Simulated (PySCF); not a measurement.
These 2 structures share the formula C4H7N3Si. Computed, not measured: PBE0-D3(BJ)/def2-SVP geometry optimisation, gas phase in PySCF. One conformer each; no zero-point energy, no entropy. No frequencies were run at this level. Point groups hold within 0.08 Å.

Task: Rank from lowest to highest electronic energy at this level (kcal/mol).
A. `[CH2:1]=[CH:2][c:3]1[n:4][nH:5][n:6][c:7]1[SiH3:8]` with C1–C2–C3–N4 0°
B. `[CH2:1]=[CH:2][n:3]1[n:4][cH:5][c:6]([SiH3:7])[n:8]1` with C1–C2–N3–N4 0°

Result: A (0.0), B (3.7).

As drawn, the lower has an N–H bond, which the higher lacks.

```json
{"SMILES": "C=Cc1n[nH]nc1[SiH3]", "E (Eh)": "-609.52695", "E rel (kcal/mol)": "0.0", "dipole (D)": "0.68", "point group": "near Cs", "A, B, C (MHz)": "2386, 1496, 929.6"}
{"SMILES": "C=Cn1ncc([SiH3])n1", "E (Eh)": "-609.52104", "E rel (kcal/mol)": "3.7", "dipole (D)": "0.42", "point group": "–", "A, B, C (MHz)": "6318, 916.4, 807.9"}
```

Task: How do the relative energies change in single points at PBE0/pcSseg-1 (no added dispersion term) on the same geometries?

Result: 
```
             SMILES  PBE0-D3(BJ)/def2-SVP (kcal/mol)  PBE0/pcSseg-1 (kcal/mol)  shift
C=Cc1n[nH]nc1[SiH3]                              0.0                       0.0    0.0
 C=Cn1ncc([SiH3])n1                              3.7                       2.8   -0.9
```

Each column counts from its own lowest isomer. The order is unchanged; the largest shift is 0.9 kcal/mol.

Task: As an exercise, what shares would exp(−E/RT) give at 1000 K from these electronic energies alone (no entropy, no degeneracies)?

Result: RT = 1.987 kcal/mol: C=Cc1n[nH]nc1[SiH3] 86.6 %, C=Cn1ncc([SiH3])n1 13.4 %.
